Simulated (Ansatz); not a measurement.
Reaction (formal exchange of groups at the Sn–F bond): `[F][Sn]([F])([F])[Cl]` + `F/C=C\I` → `[F][Sn]([F])([Cl])[I]` + `F/C=C/F`

Isolated molecules relaxed with PBE0-D4/def2-TZVP in Ansatz; ΔE leaves out vibrations. CCSD(T)/CBS is the MP2 limit (def2-TZVPP, def2-QZVPP) plus CCSD(T) − MP2 in def2-TZVPP, frozen cores. Double bonds are as drawn, so ΔE can hold a change between cis and trans. Elements past krypton have def2 core potentials. For I, Sn outer-core shells are correlated without core-valence functions, which leaves a few kJ/mol of doubt a bond.

`[F][Sn]([F])([F])[Cl]`:

```xyz
5

F     0.465    1.442   -1.139
Sn    0.012   -0.011   -0.032
F    -1.288   -1.021   -0.944
F     1.545   -1.091    0.126
Cl   -0.734    0.681    1.988
```

`F/C=C\I`:

Cartesian coordinates in Å:
```
F 1.547 0.081 0.775
C 0.614 -0.407 -0.034
C -0.585 0.127 -0.170
I -1.215 1.807 0.846
H 0.940 -1.291 -0.571
H -1.301 -0.317 -0.846
```

`[F][Sn]([F])([Cl])[I]`:

```xyz
5

F    -1.424    1.264   -0.316
Sn    0.008    0.065   -0.007
F     1.461    0.826   -0.952
Cl    0.513    0.156    2.216
I    -0.558   -2.312   -0.941
```

`F/C=C/F`:

Cartesian coordinates in Å:
```
F -0.955 -0.475 -1.403
C -0.160 -0.546 -0.334
C 0.159 0.546 0.334
F 0.955 0.475 1.403
H 0.178 -1.545 -0.087
H -0.178 1.545 0.087
```

| species | CCSD(T)/def2-TZVPP energy (Eh) |
| --- | --- |
| `[F][Sn]([F])([F])[Cl]` | -972.74363 |
| `F/C=C\I` | -474.11447 |
| `[F][Sn]([F])([Cl])[I]` | -1170.16072 |
| `F/C=C/F` | -276.70212 |

Question: Work out ΔE.

Answer: ΔE = (-1170.16072) + (-276.70212) − (-972.74363) − (-474.11447) = -0.00474 Eh = -12.4 kJ/mol. CCSD(T)/CBS gives -16.2 kJ/mol.

Largest T1 diagnostic among the species: 0.014.

In def2-TZVPP, CCSD(T) changes the Hartree–Fock value by +23.3 kJ/mol (the triples alone add +3.6 kJ/mol) and MP2 by +28.5 kJ/mol. From PBE to PBE0 (25 % exact exchange), in def2-TZVPP and without D4, ΔE moves by −5.1 kJ/mol.
